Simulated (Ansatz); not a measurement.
Molecule: sum formula H₄Si₂OCl (charge 0, doublet). It need not be the lowest isomer of its formula. 
Geometry from a B3LYP-D3(BJ)/def2-TZVP (Ansatz, a quantum-chemistry and plane-wave program) optimisation:
```xyz
8

Si    -2.0895     0.1230    -0.1980
O     -0.6079     0.8466    -0.3020
Si     0.9579     0.7771     0.1410
Cl     1.5596    -1.2090     0.2743
H     -2.1072    -1.0912    -1.0406
H     -2.3734    -0.2397     1.2080
H     -3.0911     1.0943    -0.6818
H      1.7642     1.4153    -0.9357
```
Charge 0, spin multiplicity 2.

Dipole moments at this geometry, in debye (magnitudes).

| level | program | dipole (D) |
|---|---|---|
| SVWN5/def2-TZVPD | Ansatz | 1.08 |
| revPBE/def2-TZVPD | Ansatz | 1.07 |
| r2SCAN/def2-TZVPD | Ansatz | 1.09 |
| B97M-V/def2-TZVPD | Ansatz | 1.04 |
| r2SCANh/def2-TZVPD | Ansatz | 1.11 |
| r2SCAN0/def2-TZVPD | Ansatz | 1.13 |
| HSE06/def2-TZVPD | Ansatz | 1.12 |
| LC-wPBE/def2-TZVPD | Ansatz | 1.17 |
| wB97X-V/def2-TZVPD | Ansatz | 1.15 |
| CCSD(T)/aug-cc-pV(D+d)Z | Ansatz | 1.13 |
